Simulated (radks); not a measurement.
Values are calculated unless marked as measured or tabulated.
Task: The tellurium ion Te13+ is in [Kr] 4d(3/2: 3, 5/2: 0). Code: a radial shooting solver on a logarithmic mesh with Libxc functionals. Model: Dirac Kohn-Sham, BLYP, spin-unpolarised, spherical densities, finite nucleus; Fermi nuclear charge, rms radius of each element as measured or else 0.836 A^(1/3) + 0.57 fm. Sub-shells are occupied by j as written (lower j first in brackets). One electron is removed from 4p3/2, 4s1/2, 4d3/2, 4p1/2 in turn, with full relaxation. Which removal costs least, and what does each cost?

Result: 4d3/2 299.38 eV; 4p3/2 375.15 eV; 4p1/2 387.13 eV; 4s1/2 432.84 eV. The 4d3/2 electron leaves first.
